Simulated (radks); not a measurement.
The numbers below are computed, except where a source is named.
Ionisation of Ga+, [Ar] 3d10 4s2, to Ga2+, [Ar] 3d10 4s1, under several functionals. Dirac Kohn-Sham, spin-unpolarised, spherical densities, finite nucleus; a radial shooting solver on a logarithmic mesh with Libxc functionals.

functional                          E(Ga+) (hartree)  Exc (hartree)  IE (eV)  -e(HOMO) (eV)  <r> HOMO (bohr)  IE error (eV)
PBE                                      -1943.79897      -75.35760   21.128         16.330            2.217         +0.613
B86b exchange with PBE correlation       -1944.17564      -75.74136   21.178         16.374            2.214         +0.663
AM05                                     -1941.14593      -72.65884   21.089         16.307            2.211         +0.574
PBEsol                                   -1942.32041      -73.85050   21.137         16.361            2.210         +0.621
Wu-Cohen GGA                             -1943.32513      -74.87663   21.184         16.411            2.204         +0.668
exchange-only B88                        -1942.73111      -74.26548   20.394         15.564            2.234         -0.121

NIST Atomic Spectra Database: 20.515 eV (measured). Closest: exchange-only B88. The Delta-SCF values span 0.79 eV, the total energies 3.03 hartree. The highest occupied level is 4s1/2. Spin polarisation and multiplet splitting are left out, so open shells lie too high by an amount that depends on their filling.

Beside tabulated values, note that spin-unpolarised runs miss the spin-polarisation part of the exchange energy of open shells.
